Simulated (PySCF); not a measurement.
C3H7FOSi, SMILES C[C@@H](F)[SiH2]C=O.

Coordinates come from a r2SCAN-D4/def2-SVP optimisation. The structure was generated by enumeration; whether it is a known compound was not checked. The values are those of a single conformer.

Vertical ionisation energy (IE) and electron affinity (EA) in eV. Rows of orbital energies are one-electron estimates. Where ΔSCF, EOM or ADC give a negative EA the extra electron is unbound and the value depends on the basis.

```
level                                                 IE          EA
--------------------------------------------  ----------  ----------
−ε(HOMO), −ε(LUMO), r2SCAN/def2-TZVP (PySCF)        5.83        2.64
−ε(HOMO), −ε(LUMO), PBE/def2-TZVP (PySCF)     (withheld)  (withheld)
```

Task: What belongs in the gaps? (Estimate from the structure and the level; the computed values follow.)

Result: 
- −ε(HOMO), −ε(LUMO), PBE/def2-TZVP (PySCF), IE: 5.55
- −ε(HOMO), −ε(LUMO), PBE/def2-TZVP (PySCF), EA: 2.82
